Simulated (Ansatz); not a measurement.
Energy profile

The step: SiH₂BrCl ([Cl][SiH2][Br]) + HF → SiH₂ClF ([F][SiH2][Cl]) + HBr; bonds formed: Si1–F7, Br2–H6; bonds broken: Si1–Br2, H6–F7 (atoms numbered as in the saddle structure below).

Si1  (-0.211, 0.485, -0.218)
Br2  (1.417, -0.071, 1.631)
H3  (0.840, 0.801, -1.191)
H4  (-0.725, 1.534, 0.678)
Cl5  (-1.939, 0.137, -1.306)
H6  (0.655, -1.430, 0.575)
F7  (-0.036, -1.456, -0.169)
(Å)

Electronic energies by CCSD(T) at an estimated basis limit (MP2 extrapolated from triple and quadruple zeta, plus CCSD(T) − MP2 in triple zeta), on PBE0-D4/def2-TZVP structures; SiH3BrClF, closed shell; no counterpoise correction. Program: Ansatz 0.2.0. Basis: def2-TZVPP and def2-QZVPP. Cores are frozen in the correlated methods. Filled d shells of the heavier atoms are correlated. The def2 sets are not built for correlating such inner shells, so the correlated values are less sure here. Extrapolation: Hartree–Fock as exp(−7.88 √X), correlation as X^−2.97.

**Question.** Give the profile in kJ/mol, counted from the separated reactants. (To be estimated.)

**Answer.** By the calculation:
```json
{"point": "separated: SiH2BrCl (linked as [Cl][SiH2][Br]; Si1, Br2, H3, H4, Cl5; singlet) + HF (H6, F7; singlet)", "kJ/mol": "0.0"}
{"point": "start structure", "kJ/mol": "-11.6"}
{"point": "saddle", "kJ/mol": "106.7"}
{"point": "end structure", "kJ/mol": "-53.6"}
{"point": "separated: SiH2ClF (linked as [F][SiH2][Cl]; Si1, H3, H4, Cl5, F7; singlet) + HBr (Br2, H6; singlet)", "kJ/mol": "-43.1"}
```

The T1 diagnostic stays at or below 0.011.

For scale, one of the runs: CCSD(T)/def2-TZVPP, 205 basis functions, launched by `ansatz run in.yaml --threads 4 --pin off --events-out ev --progress --plain --max-ram 9574MiB`. The run took 2.4 min on 4 CPU threads of an Arm Neoverse N1 (shared host), with 2.6 GiB of host memory at its peak.
